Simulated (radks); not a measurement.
Cd, 48 electrons, occupied as [Kr] 4d9 5p3 (not the ground configuration). All-electron calculation, non-relativistic Kohn-Sham, PBE, spin-polarised, spherical densities, point nucleus; open shells are filled with parallel spins first (spin-orbit coupling, left out, can overturn this in heavy ions); relativity is left out, which matters for an element this heavy. Program: a radial shooting solver on a logarithmic mesh with Libxc functionals.

X-ray form factor f0, the Fourier transform of the density (f0(0) = 48):

sin(theta)/lambda (1/angstrom),f0 (electrons)
0.05,46.854
0.1,44.224
0.15,41.280
0.2,38.445
0.25,35.729
0.3,33.123
0.4,28.433
0.5,24.709
0.6,21.936
0.8,18.227
1,15.505
1.25,12.469
1.5,9.894
2,6.700
